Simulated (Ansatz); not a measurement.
Consider the atomization: `C/C=[CH]/[AlH2]` → Al• + 3 C• + 7 H•.

Calculated with Ansatz (gas phase, PBE0-D4/def2-TZVP geometries, no zero-point term in ΔE). CBS: MP2 limit from def2 TZ/QZ plus the TZ coupled-cluster correction, frozen cores. This one scheme is used for every species, atoms too. DFT in def2-TZVPP. No spin–orbit coupling; open shells (•) take unrestricted orbitals. Spin–orbit coupling would lower the free atoms: a little for Al, C.

`C/C=[CH]/[AlH2]`:

Cartesian coordinates in Å:
```
C -0.798 -1.439 -0.959
C -0.107 -0.538 0.004
C 0.083 0.782 -0.139
Al 1.010 1.772 1.232
H -1.651 -1.934 -0.482
H -0.126 -2.238 -1.292
H -1.155 -0.895 -1.835
H 0.270 -1.030 0.904
H -0.310 1.231 -1.053
H 1.514 0.955 2.500
H 1.270 3.335 1.120
```

```json
{"level": "CAM-B3LYP", "ΔE (kJ/mol)": "4036.1"}
{"level": "HF/def2-SVP", "ΔE (kJ/mol)": "3111.1"}
{"level": "CCSD/def2-TZVPP", "ΔE (kJ/mol)": "3896.1"}
{"level": "CCSD/CBS(def2)", "ΔE (kJ/mol)": "3983.3"}
```

(1) What does CCSD(T)/CBS give? (Estimate.)

Largest T1 diagnostic among the species: 0.018.

## Answers

(1) Ansatz gave: +4032.2 kJ/mol. The listed levels differ from it by 3.9, -921.1, -136.1, -48.9 kJ/mol.

In def2-TZVPP, CCSD(T) changes the Hartree–Fock value by +879.4 kJ/mol (the triples alone add +49.0 kJ/mol) and MP2 by +911.7 kJ/mol; breaking electron pairs costs correlation energy, which Hartree–Fock lacks. Leaving LDA and LC-ωPBE aside and taking each functional with its dispersion term where it has one, the values, not all of them listed here, spread over 129.9 kJ/mol, from BHLYP-D4 to PBE-D4. LDA lies +461.8 kJ/mol from PBE without D4, its usual overbinding. From PBE to PBE0 (25 % exact exchange), in def2-TZVPP and without D4, ΔE moves by −40.7 kJ/mol: exact exchange takes away binding that semilocal exchange gives to molecules.

For atomizations the MP2-based limit and the directly extrapolated one differ by several kJ/mol either way, and by 10 to 25 for some Ge, Se and Sn compounds, so smaller differences from it don't rank the levels.
